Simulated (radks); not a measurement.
Results of a calculation; reference values are marked as such.
All-electron atom: the silver ion Ag42+ in [He] 2s2 2p1. Level of theory: Dirac Kohn-Sham, PBE, spin-unpolarised, spherical densities, point nucleus; open shells fill j = l - 1/2 first (a radial shooting solver on a logarithmic mesh with Libxc functionals).

Unscreened Slater integrals over Kohn-Sham orbitals (cm^-1). Large and small components are both included. Empty in this configuration: 2p3/2.

integral,value
"F0(2p1/2,2p1/2)",1874600
"F0(2p1/2,2s1/2)",1678400
"G1(2p1/2,2s1/2)",906250
"F0(2p1/2,1s1/2)",2546300
"G1(2p1/2,1s1/2)",483610
"F0(2p1/2,2p3/2)",1834400
"G2(2p1/2,2p3/2)",855990
"F0(2s1/2,2s1/2)",1559200
"F0(2s1/2,1s1/2)",2203800
"G0(2s1/2,1s1/2)",238470
"F0(2s1/2,2p3/2)",1650800
"G1(2s1/2,2p3/2)",920030
"F0(1s1/2,1s1/2)",6676800
"F0(1s1/2,2p3/2)",2423200
"G1(1s1/2,2p3/2)",461730
"F0(2p3/2,2p3/2)",1797400
"F2(2p3/2,2p3/2)",863560
